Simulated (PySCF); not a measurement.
Species: CH₅BN₂.
Geometry (PBE0-D3(BJ)/def2-SVP, Å), atoms numbered from 1 in this order:
```xyz
9
CH5BN2 angstrom
C      1.817   -0.238    0.049
N      0.683   -0.028    0.532
B     -0.587    0.530    0.262
N     -1.648   -0.227   -0.261
H      2.108    0.043   -0.985
H      2.611   -0.728    0.644
H     -0.777    1.687    0.572
H     -1.569   -1.205   -0.502
H     -2.582    0.148   -0.345
```

The closed-shell ground state was solved at several levels (PySCF, density fitting, gas phase, non-relativistic).

| level | basis functions | total energy (Eh) | HOMO (eV) | LUMO (eV) | gap (eV) | dipole (D) |
| --- | --- | --- | --- | --- | --- | --- |
| B97-2/pcSseg-2 | 214 | -175.5133 | -6.51 | -0.70 | 5.81 | 1.63 |
| wB97X-D/def2-SVPD | 120 | -175.3346 | -8.66 | 1.22 | 9.88 | 1.64 |
| PBE0/pcSseg-1 | 93 | -175.2743 | -6.67 | -0.47 | 6.20 | 1.74 |

Q: What might B3LYP/pcJ-1 (158 basis functions) give for the same quantities?

A: Total energy -175.5291 Eh, HOMO -6.44 eV, LUMO -0.72 eV, gap 5.72 eV, dipole 1.74 D.

Q: Over all these levels, which gives the widest orbital gap and which the narrowest?

A: wB97X-D/def2-SVPD (range-separated hybrid) has the widest, 9.88 eV, and B3LYP/pcJ-1 (global hybrid, 20 % exact exchange) the narrowest, 5.72 eV. Functional and basis both differ between the two, so the spread mixes both effects.

Q: How far do the dipole and the HOMO energy spread over the levels?

A: The dipole runs from 1.63 to 1.74 D (mean 1.69 D) and the HOMO from -8.66 to -6.44 eV.

One conformer stands for the species.

Note: wB97X-D ran without an empirical dispersion term, which enters the total energy and its gradient alone.
